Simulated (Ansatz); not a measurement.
Cost and result up the ladder for the cluster CuCl₂ (3 atoms). Charge 0, multiplicity 2. Geometry: PBE0-D4/def2-TZVP.

Cartesian coordinates in Å:
```
Cu 0.0002 -0.0001 0.0003
Cl 1.3237 1.4453 -0.6321
Cl -1.3239 -1.4452 0.6318
```

Ansatz on 4 threads of INTEL XEON PLATINUM 8581C on a shared host. Times are rough, and most runs start from the orbitals of an earlier one. r2SCAN0-D4/def2-TZVP serves as the yardstick here, not as an exact answer. Differences are given only for rows in sets of like size (and for xTB, whose basis is part of the method), since another set adds its own error. Binding counts from free atoms at the same level (Cu doublet, Cl doublet; other spins of the atoms weren't run), without zero-point energy or a counterpoise term.

B3LYP takes the VWN-RPA correlation. Correlated methods freeze 19 core orbitals. HOMO above LUMO, or a gap near zero within one spin, warns that the state may not be the lowest or that an electron is smeared out. The structure comes from a short search, and lower isomers may exist.

Run but left out: PBE-D4/def2-SVP (an occupied level 0.03 eV above an empty one).

Correlated methods converge slowly with the basis.

| level | functions | wall time | binding energy per atom (eV) | difference from r2SCAN0-D4/def2-TZVP (eV) | remarks |
| --- | --- | --- | --- | --- | --- |
| MP2/def2-TZVP | 119 | 2 s | 1.70 | -0.38 | – |
| RPA@PBE/def2-TZVP | 119 | 2.5 s | 1.83 | -0.24 | – |
| BLYP-D4/def2-TZVP | 119 | 2.9 s | 2.08 | 0.01 | gap within one spin near zero |
| PBE-D4/def2-TZVPD | 140 | 3.5 s | 2.23 | 0.16 | gap within one spin near zero |
| PBE0-D4/def2-SVP | 67 | 3.7 s | 2.15 | – | – |
| PBE-QIDH/def2-TZVP | 119 | 5.5 s | 1.93 | -0.14 | – |
| B3LYP-D4/def2-TZVP | 119 | 6.5 s | 1.98 | -0.09 | – |
| r2SCAN-D4/def2-TZVP | 119 | 7 s | 2.25 | 0.18 | – |
| r2SCAN-D4/def2-TZVPD | 140 | 8.5 s | 2.26 | 0.19 | – |
| PBE0-D4/def2-TZVPD | 140 | 8.5 s | 2.06 | -0.01 | – |
| CCSD(T)/def2-TZVPD | 140 | 11 s | 1.94 | -0.14 | – |
| CCSD(T)/def2-TZVPP | 148 | 12 s | 1.89 | -0.18 | – |
| r2SCAN0-D4/def2-TZVP | 119 | 13 s | 2.07 | 0.00 | – |
| PBE0-D4/def2-TZVP (with forces) | 119 | 14 s | 2.05 | -0.02 | – |
